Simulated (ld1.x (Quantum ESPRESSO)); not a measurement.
oxygen (O): RRKJ pseudisation with PBE, scalar-relativistic reference atom.

oxygen, norm-conserving RRKJ (Kleinman–Bylander form), made with ld1.x (Quantum ESPRESSO) 7.5 (PBE, scalar-relativistic). Core [He], reference 2s2 2p4. Waves: 2p (bound): rc 1.90 bohr; 2s (bound): rc 0.90 bohr. Local part: the s channel. Core correction: none. rho0 = 0.005.

All-electron outer shells of the reference configuration (PBE, scalar-relativistic, ld1.x):

| shell | level (eV) | outermost node (bohr) | outermost maximum (bohr) |
| --- | --- | --- | --- |
| 1s | -514.70 | – | 0.13 |
| 2s | -23.96 | 0.28 | 0.87 |
| 2p | -9.03 | – | 0.82 |

**Question.** Does the generator finish with these settings?

**Answer.** Yes, a potential is produced and its reference levels are reproduced.

**Question.** Estimate the cutoffs (Ry, on a coarse ladder) from which the occupation-weighted sum of valence levels, in a spherical-Bessel basis at the reference potential, stays within 10 and 1 mRy of its value at 400 Ry.

**Answer.** 70 Ry and 180 Ry.

**Question.** Does the potential have ghost states?

**Answer.** No extra level below or beside the all-electron valence levels (p, s, d, f tested).

**Question.** Which valence shell sets the plane-wave cutoff?

**Answer.** 2s: its level needs 160 Ry to come within 1 mRy, against 35 Ry for 2p.

**Question.** Tests: 2s2 2p3; 2s2 2p2; 2s2 2p1; 2s1 2p4; 2s0 2p6; 2s2 2p3.5; 2s2 2p0. Which has the largest error in its energy relative to the reference configuration, and how large is it?

**Answer.** 2s2 2p0, with +6995 meV (all-electron minus pseudo) on +180.79 eV.
